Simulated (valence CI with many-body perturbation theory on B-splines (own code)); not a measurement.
Ladder of approximations for Pm29+

Computed by configuration interaction combined with many-body perturbation theory (CI+MBPT): four valence electrons over a frozen Dirac-Fock core [Ar] 3d10, radial functions for each j: 11 s, 11 p, 9 d, 7 f, 5 g, 2 h, 1 i, with the one-electron correlation potential Σ1, the two-electron term Σ2, the three-electron term Σ3, Breit, model QED; selected CI, second order for the rest (own B-spline code, finite nucleus).

The last digits are not significant, and no measured levels were compared; by estimate large intervals hold to a few tenths of a per cent, small ones and those within an open d or f shell to about a per cent.

Each rung adds one term. CI alone is the Dirac-Coulomb CI over the frozen core; QED comes last and gives the full result, which names the levels. Energies are above (4s^2 4p1/2^2) J=0 on the same rung, in eV.

Levels are named by their leading jj configuration (3d3/2^4 stands for four electrons in 3d with j = 3/2), which in mixed levels can hold well under half, so a name can repeat and another be missing. Letters in brackets count levels of one name in rising energy.

| Level | CI alone |
| --- | --- |
| (4s^2 4p1/2 4p3/2) J=1 | 30.18 |
| (4s^2 4p1/2 4p3/2) J=2 | 33.38 |
| (4s^2 4p3/2^2) J=2 | 65.94 |
| (4s^2 4p3/2^2) J=0 | 73.10 |
| (4s 4p1/2^2 4p3/2) J=2 | 94.73 |
| (4s 4p1/2^2 4p3/2) J=1 | 106.06 |
| (4s 4p1/2 4p3/2^2) J=2 | 122.63 |
| (4s 4p1/2 4p3/2^2) J=3 | 128.86 |
| (4s^2 4p1/2 4d3/2) J=2 [a] | 135.46 |
| (4s 4p1/2 4p3/2^2) J=0 | 135.43 |
| (4s 4p1/2 4p3/2^2) J=1 [a] | 138.63 |
| (4s 4p1/2 4p3/2^2) J=1 [b] | 144.38 |
| (4s^2 4p1/2 4d3/2) J=2 [b] | 145.51 |
| (4s^2 4p1/2 4d5/2) J=3 | 154.22 |
| (4s^2 4p1/2 4d3/2) J=1 | 155.42 |
| (4s^2 4p1/2 4d5/2) J=2 | 156.77 |

**Question.** What do these energies become with core correlation, Breit and QED?

**Answer.** (4s^2 4p1/2 4p3/2) J=1 30.10 (-0.076); (4s^2 4p1/2 4p3/2) J=2 33.22 (-0.152); (4s^2 4p3/2^2) J=2 65.69 (-0.252); (4s^2 4p3/2^2) J=0 72.73 (-0.374); (4s 4p1/2^2 4p3/2) J=2 94.66 (-0.068); (4s 4p1/2^2 4p3/2) J=1 105.54 (-0.515); (4s 4p1/2 4p3/2^2) J=2 122.54 (-0.089); (4s 4p1/2 4p3/2^2) J=3 128.58 (-0.281); (4s^2 4p1/2 4d3/2) J=2 [a] 134.98 (-0.476); (4s 4p1/2 4p3/2^2) J=0 135.01 (-0.421); (4s 4p1/2 4p3/2^2) J=1 [a] 137.95 (-0.682); (4s 4p1/2 4p3/2^2) J=1 [b] 143.08 (-1.299); (4s^2 4p1/2 4d3/2) J=2 [b] 144.62 (-0.896); (4s^2 4p1/2 4d5/2) J=3 153.22 (-0.999); (4s^2 4p1/2 4d3/2) J=1 153.89 (-1.531); (4s^2 4p1/2 4d5/2) J=2 155.33 (-1.434).

**Question.** How does the ionisation energy move along the ladder, and which term matters most?

**Answer.** CI alone 1114.6, + Σ1 1116.2, + Σ2 1116.2, + Σ3 1116.1, + Breit 1115.0, + QED 1115.1 eV. The largest step is Σ1, 1.6 eV. NIST lists 1113 ± 4 eV (theoretical).
